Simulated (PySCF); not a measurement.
Work out the structure from these simulated measurements.

Formula: C2H16Si5.

- NMR, other nuclei: isotropic shieldings of nuclei other than C and H, by class: 422 (1 Si), 424 (1 Si), 441 (1 Si), 459 (2 Si) ppm [GIAO PBE0/pcSseg-1]
- 13C NMR: chemical shifts (computed TMS as zero) by class: -7.9 (1 C), -12.9 (1 C) ppm [GIAO PBE0/pcSseg-1]
- Dipole: 0.29 D [PBE0/pcSseg-1]
- Rotational structure: rotational constants A, B, C: 0.832, 0.683, 0.586 GHz [GFN2-xTB]
- 1H NMR: chemical shifts (computed TMS as zero) by class: 4.19 (2 H), 4.00 (3 H), 3.58 (6 H), 0.14 (3 H), -0.17 (2 H) ppm [GIAO PBE0/pcSseg-1]

Gas-phase values; electronic properties from PySCF, density fitting. Levels stand in brackets. The structure is a single GFN2-xTB conformer in the gas phase; no vibrational or solvent corrections. NMR classes are plain means over equivalent atoms (diastereotopic ones count apart unless rotation or inversion swaps them), as if these changed places fast.

Task: Give a SMILES that accounts for the data.

Result: Numbering: `[CH3:1][SiH2:2][Si:3]([SiH3:4])([SiH3:5])[CH2:6][SiH3:7]`. Its formula, C2H16Si5, gives 0 degrees of unsaturation, so no ring and no π bond. 2 carbons fall into 2 classes; from least to most shielded: Si-methyl carbon [C1] (-7.9 ppm), sp3 carbon bound to silicon [C6] (-12.9 ppm). Hydrogen classes from least to most shielded: 2 H on an SiH2 silicon, Si2 (4.19 ppm), 3 H on an SiH3 silicon, Si7 (4.00 ppm), 6 H on 2 SiH3 silicons, Si4/Si5 (3.58 ppm), 3 H on an Si-methyl carbon, C1 (0.14 ppm), 2 H on an sp3 carbon bound to silicon, C6 (-0.17 ppm). The other shieldings belong to: 422 ppm, SiH2 silicon [Si2]; 424 ppm, SiH3 silicon [Si7]; 441 ppm, four-coordinate silicon [Si3]; 459 ppm, SiH3 silicon [Si4/Si5]. The optimised geometry has point group C1 and is an asymmetric top. Structure: `[SiH3][Si]([SiH2]C)([SiH3])C[SiH3]`. Computed isomers that give other values at the same levels: `C[Si@@H]([SiH3])[Si@H]([SiH3])C[SiH3]` (1H chemical shifts (computed TMS as zero) by class: 4.30 (1 H), 4.21 (1 H), 3.95 (3 H), 3.49 (3 H), 3.47 (3 H), 0.21 (3 H), -0.09 (1 H), -0.37 (1 H) ppm); `C[Si@@H]([SiH3])[Si@@H]([SiH3])C[SiH3]` (1H chemical shifts (computed TMS as zero) by class: 4.13 (1 H), 4.09 (1 H), 4.02 (3 H), 3.48 (3 H), 3.44 (3 H), 0.25 (3 H), 0.01 (1 H), -0.18 (1 H) ppm); `C[SiH2][SiH2][SiH2][SiH2]C[SiH3]` (1H chemical shifts (computed TMS as zero) by class: 4.18 (2 H), 4.04 (2 H), 4.00 (3 H), 3.51 (2 H), 3.40 (2 H), 0.20 (3 H), -0.02 (2 H) ppm). The assignments are read from this structure; whether some other isomer fits the data as well wasn't checked.

Conformer computed: `[CH3:1][SiH2:2][Si:3]([SiH3:4])([SiH3:5])[CH2:6][SiH3:7]`: C1–Si2–Si3–Si4 31°, Si2–Si3–C6–Si7 -68°.
